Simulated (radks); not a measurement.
Task: All-electron atom: Hg II in [Xe] 4f14 5d10 6s1 (the NIST ground configuration). All-electron calculation, Dirac Kohn-Sham, PBE, spin-unpolarised, spherical densities, point nucleus; speed of light set to 411.108 atomic units (3 times the physical value, a model run). Program: a radial shooting solver on a logarithmic mesh with Libxc functionals. Some entries of the table are withheld. Estimate them.

| orbital | occ. | eigenvalue (hartree) | r(max) (bohr) | <r> (bohr) |
|---|---|---|---|---|
| 1s1/2 | 2 | -2784.684 | 0.01232 | 0.01868 |
| 2s1/2 | 2 | (1) | (2) | 0.07858 |
| 2p1/2 | 2 | -451.0832 | 0.05196 | 0.06622 |
| 2p3/2 | 4 | -444.6473 | 0.05271 | 0.06711 |
| 3s1/2 | 2 | -110.7548 | 0.1843 | 0.1987 |
| 3p1/2 | 2 | -102.3042 | 0.1732 | 0.1891 |
| 3p3/2 | 4 | -100.8991 | 0.1747 | 0.1907 |
| 3d3/2 | 4 | -85.30658 | 0.1370 | 0.1664 |
| 3d5/2 | 6 | -84.93582 | 0.1375 | 0.1669 |
| 4s1/2 | 2 | -24.01601 | 0.4108 | 0.4368 |
| 4p1/2 | 2 | -20.35252 | 0.4096 | (3) |
| 4p3/2 | 4 | -20.01881 | 0.4128 | (4) |
| 4d3/2 | 4 | -13.35067 | 0.4048 | 0.4504 |
| 4d5/2 | 6 | -13.27336 | 0.4059 | 0.4516 |
| 4f5/2 | 6 | -4.34783 | (5) | 0.4722 |
| 4f7/2 | 8 | -4.32965 | (6) | 0.4729 |
| 5s1/2 | 2 | -3.80512 | 0.9061 | 0.9906 |
| 5p1/2 | 2 | -2.62231 | 0.9582 | 1.073 |
| 5p3/2 | 4 | -2.56469 | 0.9662 | 1.083 |
| 5d3/2 | 4 | -0.74630 | 1.150 | 1.440 |
| 5d5/2 | 6 | -0.73851 | 1.154 | 1.447 |
| 6s1/2 | 1 | -0.45629 | (7) | 2.816 |
| 6p1/2 | 0 | -0.26913 | 2.967 | 3.571 |
| 6p3/2 | 0 | -0.26548 | 3.000 | 3.607 |

Result: 
(1) 2s1/2 eigenvalue (hartree): -469.0359
(2) 2s1/2 r(max) (bohr): 0.06732
(3) 4p1/2 <r> (bohr): 0.4402
(4) 4p3/2 <r> (bohr): 0.4437
(5) 4f5/2 r(max) (bohr): 0.3618
(6) 4f7/2 r(max) (bohr): 0.3623
(7) 6s1/2 r(max) (bohr): 2.397
